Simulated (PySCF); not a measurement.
The free ion Cu5+ in its d6 configuration.

Method (PySCF 2.14, density fitting): CASSCF(6,5) with orbitals averaged over all microstates of the shell, strongly contracted NEVPT2 on the averaged canonical orbitals; basis x2c-TZVPall; spin-free X2C; gas phase; spin-orbit coupling by state interaction with the mean-field operator over all roots.

Task: Which term lies lowest, and with what spin?

Result: 5D (S = 2, orbital degeneracy 5), by NEVPT2.

Task: Which is the lowest state of another spin?

Result: 3H at 31504 cm⁻¹ by NEVPT2; CASSCF alone puts it at 32084 cm⁻¹ above the same ground state.

Task: What are the magnetic parameters?

Result: The lowest spin-orbit level is 9-fold with J = 4; the next lies at 1122.2 cm⁻¹. μeff is 6.73 μB at 300 K and 6.71 μB at 10 K; the free-ion value g_J√(J(J+1)) for the Hund's-rule level J = 4 is 6.71 μB.

The job took 4.6 s on one thread of Arm Neoverse V2 (shared host), with 48 basis functions, launched as `OMP_NUM_THREADS=1 python lf_run.py task.json out`.
